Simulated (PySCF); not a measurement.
Compound: 2,5-difluoropyridine, C5H3F2N.
Z-matrix (Å and degrees, PBE0-D3(BJ)/def2-SVP geometry), rows numbered from 1:
```
F 
C   1  1.3280
C   2  1.3916  1  120.22
C   3  1.3882  2  118.04  1   179.85
C   4  1.3963  3  117.33  2     0.01
F   5  1.3247  4  118.56  3  -179.91
N   5  1.3075  4  124.72  3     0.06
C   7  1.3308  5  118.35  4    -0.06
H   3  1.0921  2  120.01  1    -0.13
H   4  1.0910  3  122.23  2  -179.98
H   8  1.0953  2  119.97  1     0.15
```

The closed-shell ground state was solved at several levels (PySCF, density fitting, gas phase, non-relativistic).

| level | basis functions | HOMO (eV) | LUMO (eV) | gap (eV) | dipole (D) |
| --- | --- | --- | --- | --- | --- |
| PBE/pcJ-1 | 246 | -6.49 | -2.29 | 4.20 | 2.30 |
| PBE0/pcJ-1 | 246 | -7.65 | -1.45 | 6.20 | 2.41 |
| B3LYP/pcJ-0 | 113 | -7.58 | -1.65 | 5.93 | 2.56 |
| B3LYP/cc-pVTZ | 282 | -7.29 | -1.55 | 5.74 | 2.28 |
| CAM-B3LYP/def2-SVPD | 190 | -8.93 | -0.42 | 8.51 | 2.41 |
| BHandHLYP/pcJ-1 | 246 | -8.60 | -0.44 | 8.16 | 2.49 |
| KT3/pcSseg-2 | 330 | -6.51 | -2.28 | 4.23 | 2.23 |
| PBE0/pcSseg-1 | 151 | -7.65 | -1.46 | 6.19 | 2.40 |
| CAM-B3LYP/pcJ-1 | 246 | -8.87 | -0.34 | 8.53 | 2.44 |
| B3LYP/pcJ-1 | 246 | -7.42 | -1.63 | 5.79 | 2.39 |

Question: Estimate the row for LDA/pcJ-1, a basis of 246 functions; the other rows only guide the guess.

Answer: HOMO -6.75 eV, LUMO -2.58 eV, gap 4.17 eV, dipole 2.39 D.

Question: Over all these levels, which gives the widest orbital gap and which the narrowest?

Answer: CAM-B3LYP/pcJ-1 (range-separated hybrid) has the widest, 8.53 eV, and LDA/pcJ-1 (LDA) the narrowest, 4.17 eV. The two share the basis. From the narrowest to the widest the HOMO moves by -2.12 eV and the LUMO by +2.24 eV.

Question: How much does the basis alone move the frontier levels among the 3 B3LYP rows?

Answer: The HOMO by 0.29 eV and the LUMO by 0.10 eV. By rising basis size (HOMO, LUMO in eV): pcJ-0 -7.58, -1.65; pcJ-1 -7.42, -1.63; cc-pVTZ -7.29, -1.55.

Question: In the pcJ-1 basis, how does the gap go with the fixed share of exact exchange?

Answer: LDA (0 %) 4.17 eV; PBE (0 %) 4.20 eV; B3LYP (20 %) 5.79 eV; PBE0 (25 %) 6.20 eV; BHandHLYP (50 %) 8.16 eV. Each rise in the share widens the gap here.

Question: How far do the dipole and the HOMO energy spread over the levels?

Answer: The dipole runs from 2.23 to 2.56 D (mean 2.39 D) and the HOMO from -8.93 to -6.49 eV.
